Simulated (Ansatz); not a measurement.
A series of barriers

1,1-elimination, with the halogen changed down its group and all else kept; in the first member these bonds form or tighten: F–H; these break or loosen: F–Ga, Ga–H.

Gas-phase electronic energies, without zero-point energy, by CCSD(T) at an estimated basis limit (MP2 extrapolated from triple and quadruple zeta, plus CCSD(T) − MP2 in triple zeta); Ansatz 0.2.0, def2-TZVPP and QZVPP, frozen cores, on PBE0-D4/def2-TZVP structures. Extrapolation: Hartree–Fock as exp(−7.88 √X), correlation as X^−2.97. All energies, in eV, count from the reactant; the end structure is reached by relaxing down from the saddle. Brackets give SMILES, or, where every atom is bracketed, only which atoms are joined. Steps whose reference was doubtful or whose search ended elsewhere are left out.

| reactants | products | saddle | end structure |
| --- | --- | --- | --- |
| GaH₂F ([F][GaH2]) | GaH + HF | ? | 1.481 |
| GaH₂Cl ([Cl][GaH2]) | GaH + HCl | 2.482 | 1.907 |
| GaH₂Br ([GaH2][Br]) | GaH + HBr | 2.371 | 2.039 |

Problem. What is the height of the saddle for GaH₂F ([F][GaH2])? (Judge from chemistry; the value comes from the calculation.)

Solution. Computed: 2.582 eV relative to the reactant, the highest of the series.

No T1 diagnostic of these runs exceeds 0.018. The restricted Hartree–Fock reference is unstable towards an unrestricted one at one or more of these structures. The filled d shells of Br, Ga are correlated in sets not built for that, so values that involve them are less sure.

For scale, one of the runs: CCSD(T)/def2-TZVPP, 124 basis functions, launched by `ansatz run in.yaml --threads 2 --pin off --events-out ev --progress --plain --max-ram 4352MiB`. The run took about 11 s on 2 CPU threads of an Arm Neoverse V2 (shared host).
